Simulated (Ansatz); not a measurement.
Relaxation of GaH3 (4 atoms, charge 0, multiplicity 1), to a largest force component of 0.02 eV/Å in at most 40 steps.

Computed with Ansatz 0.2.0, RKS BLYP-D4/def2-SVP.

```xyz
4
Properties=species:S:1:pos:R:3
Ga 0.000 0.000 0.000
H 0.000 0.000 1.570
H 1.360 0.000 -0.785
H -1.360 0.000 -0.785
```

**Question.** Where does it end, and by what steps?

**Answer.** The forces met the threshold. After 2 steps the energy has fallen by 0.004 eV; H3 moved furthest, 0.01 Å.

```tsv
step	energy less start (eV)	largest force component (eV/Å)	accepted
0	0.0000	0.191	yes
1	-0.0038	0.038	yes
2	-0.0040	0.000	yes
```

```xyz
4
Properties=species:S:1:pos:R:3
Ga 0.000 0.000 0.000
H 0.000 0.000 1.584
H 1.372 0.000 -0.792
H -1.372 0.000 -0.792
```

Whether the end is a true minimum wasn't checked by a vibrational analysis.

Time of the run: 1.7 s on 1 thread of Intel(R) Xeon(R) Platinum 8488C (Sapphire Rapids) (shared host), peak memory 0.11 GiB.
